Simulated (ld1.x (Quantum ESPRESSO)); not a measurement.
**barium, TM: configuration errors across variants**

Ba, norm-conserving Troullier–Martins (Kleinman–Bylander form), made with ld1.x (Quantum ESPRESSO) 7.5 (PBE, scalar-relativistic). Core [Kr] 4d10, reference 5s2 5p6 5d0 6s0 6p0 (charge +2). Waves: 5p (bound): rc 3.30 bohr; 5d (bound, empty): rc 4.10 bohr; 5s (bound): rc 1.80 bohr. Local part: the s channel. Core correction: a·sin(br)/r model core, default radius (core density twice the valence density).

All-electron excitation energies from the reference (eV): (1) 5s2 5p6 5d0 6s2 6p0 -15.344; (2) 5s2 5p6 5d0 6s1 6p0 -9.982; (3) 5s2 5p6 5d0 6s1.5 6p0 -13.208; (4) 5s2 5p6 5d1 6s0 6p0 -9.300; (5) 5s2 5p6 5d0 6s1 6p1 -13.315; (6) 5s2 5p6 5d0 6s0 6p2 -11.203; (7) 5s1 5p6 5d0 6s2 6p0 23.455.

Errors AE − PS in meV (a dash: test not solved or not reliable):

| change | (1) | (2) | (3) | (4) | (5) | (6) | (7) | bound ghosts |
| --- | --- | --- | --- | --- | --- | --- | --- | --- |
| base | +104 | +76 | +94 | +6.6 | +85 | +63 | +268 | none |
| all radii but the core radius scaled by about 0.74 (s 1.34, p 2.44, d 3.02 bohr) | +108 | +80 | +98 | -2.5 | +71 | +25 | +270 | none |
| all radii but the core radius scaled by about 0.88 (s 1.58, p 2.90, d 3.60 bohr) | +63 | +46 | +57 | -0.7 | +56 | +49 | +165 | none |
| all radii but the core radius scaled by about 0.93 (s 1.68, p 3.08, d 3.82 bohr) | +70 | +51 | +63 | +2.2 | +62 | +55 | +185 | none |
| all radii but the core radius scaled by about 1.12 (s 2.02, p 3.70, d 4.60 bohr) | +217 | +160 | +198 | +26 | +150 | +68 | +537 | none |
| all radii but the core radius scaled by about 1.27 (s 2.30, p 4.20, d 5.22 bohr) | +549 | +409 | +502 | +62 | +330 | +48 | +1310 | none |
| all radii but the core radius scaled by about 1.39 (s 2.50, p 4.58, d 5.70 bohr) | +1056 | +789 | +968 | +103 | +607 | +2.9 | +2433 | none |

(1) Give the same row for: all radii but the core radius scaled by about 1.20 (s 2.16, p 3.96, d 4.92 bohr).

Answers

(1) +383, +284, +350, +46, +240, +61, +926; bound ghosts: none.
